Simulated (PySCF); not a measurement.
Ga(Cl)2(SeH) (Cl2GaHSe), SMILES [Ga]([Cl])([SeH])[Cl]. Coordinates come from a PBE0-D3(BJ)/def2-SVP optimisation. The structure was generated by enumeration; whether it is a known compound was not checked. Other conformers were not sampled.

Task: Give the equilibrium geometry at PBE0-D3(BJ)/def2-SVP (PySCF confirms it by a frequency run) as bond lengths and angles, and its point group. (The exact figures need the calculation; the answer reports its results.)

Result: This is not unique; one that fits is point group Cs.
Atoms: Ga1 Cl2 Cl3 Se4 H5. Bonded distances (Å): Ga1–Cl2 2.133, Ga1–Cl3 2.137, Ga1–Se4 2.298, Se4–H5 1.472. Bond angles (°): Cl2–Ga1–Cl3 117.8, Cl2–Ga1–Se4 120.6, Cl3–Ga1–Se4 121.6, Ga1–Se4–H5 90.7.
Charge 0, spin multiplicity 1.
